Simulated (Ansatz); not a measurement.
The pair A = HF (SMILES F) (first 2 atoms), B = C2H4 (SMILES C=C); geometry from B3LYP-D3(BJ)/def2-TZVP.
(charge 0, multiplicity 1):
```xyz
8

F     -0.044     0.400    -0.270
H     -0.018     0.283     0.658
C      0.407    -0.530     2.688
C     -0.326     0.567     2.846
H     -0.048    -1.508     2.583
H      1.489    -0.493     2.668
H      0.128     1.543     2.961
H     -1.409     0.528     2.875
```

Correlated levels freeze the cores. MP2 and its Hartree–Fock in aug-cc-pVQZ are density fitted.

Codes used: Ansatz (Gaussian basis) for Hartree–Fock, density functionals and correlated methods. Each number belongs to the level named beside it.

The counterpoise-corrected interaction energy is E(AB) − E(A in the pair's basis) − E(B in the pair's basis). Total energies (hartree):

```csv
level,AB,A in the pair's basis,B in the pair's basis
HF/aug-cc-pVTZ,-178.1293853,-100.0599670,-78.0648510
MP2/aug-cc-pVTZ,-178.7535688,-100.3411039,-78.4050343
HF/aug-cc-pVQZ,-178.1413394,-100.0673451,-78.0694635
MP2/aug-cc-pVQZ,-178.8050169,-100.3696147,-78.4277498
CCSD(T)/aug-cc-pVTZ,-178.8009997,-100.3497939,-78.4441793
```

Q: Work out the counterpoise-corrected interaction energy at the basis-set limit: extrapolate the MP2 correlation part as X⁻³, take Hartree–Fock from the larger set, and add the CCSD(T) − MP2 difference of aug-cc-pVTZ.

A: 
1. Differences (1 hartree = 627.509 kcal/mol): HF/aug-cc-pVTZ -2.866; MP2/aug-cc-pVTZ -4.663; HF/aug-cc-pVQZ -2.843; MP2/aug-cc-pVQZ -4.802; CCSD(T)/aug-cc-pVTZ -4.409.
2. Correlation parts, MP2 less HF: -1.797 in aug-cc-pVTZ (X = 3), -1.959 in aug-cc-pVQZ (X = 4).
3. Limit (4³·(-1.959) − 3³·(-1.797))/(4³ − 3³) = -2.077; with HF/aug-cc-pVQZ it gives -4.920.
4. CCSD(T) less MP2 in aug-cc-pVTZ: 0.254.
Result: -4.67 kcal/mol, against -4.66 at MP2/aug-cc-pVTZ. It is an estimate of this method's limit, not of the exact value.

Ansatz is a program for electronic structure.
